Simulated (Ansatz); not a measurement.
`FC/C=C/[SiH3]` + `C=C(C)[SiH3]` → `C=C([SiH3])C[SiH3]` + `C=CCF` at 700 K and 1 bar (formal exchange of groups at the Si–C bond).

Program: Ansatz. Geometries: PBE0-D4/def2-TZVP. ΔE: electronic, gas phase. CBS: MP2 limit from def2 TZ/QZ plus the TZ coupled-cluster correction, frozen cores. This one scheme is used for every species. Each species was taken in one conformer, which may not be the lowest.

```csv
species,CCSD(T)/CBS energy (Eh),H − E (kJ/mol),S (J/(mol·K))
`FC/C=C/[SiH3]`,-507.20526,312.2,461.2
`C=C(C)[SiH3]`,-408.02495,325.4,435.8
`C=C([SiH3])C[SiH3]`,-698.30281,390.6,530.7
`C=CCF`,-216.92453,246.7,366.0
```

H − E and S are ideal-gas, rigid-rotor, harmonic terms from PBE0-D4/def2-TZVP, for one conformer and one mirror image of each species. 1 Eh = 2625.50 kJ/mol, R = 8.31446 J/(mol·K).

Q: By hand: ΔE, ΔH, ΔS and ΔG.

A: ΔE = (-698.30281) + (-216.92453) − (-507.20526) − (-408.02495) = 0.00287 Eh = 7.5 kJ/mol. Δ(H − E) = 390.6 + 246.7 − 312.2 − 325.4 = -0.3, so ΔH = 7.2 kJ/mol. ΔS = 530.7 + 366.0 − 461.2 − 435.8 = -0.3 J/(mol·K). ΔG = 7.2 − 700 × (-0.3)/1000 = 7.4 kJ/mol.

Q: By hand: the equilibrium constant, and the temperature at which ΔG would vanish if ΔH and ΔS stayed fixed.

A: log₁₀ K = −ΔG/(RT ln 10) = -0.6. ΔH and −TΔS have one sign here, so there is no such temperature. One of them is within its doubt of zero, so this could turn.

The number of gas molecules stays the same, so ΔS is small and ΔH decides. A doubt of 5 kJ/mol in ΔE shifts log₁₀ K by 0.4 here. Other conformers and mirror images would add mixing entropy, several J/(mol·K) or more a flexible species. Modes under 60 cm⁻¹, often nearly free rotors, make the harmonic entropy too high. These are equilibria of isolated gas molecules and say nothing of rates. Largest T1 diagnostic: 0.011 (customary marks: 0.02 for closed shells, 0.045 for open ones).
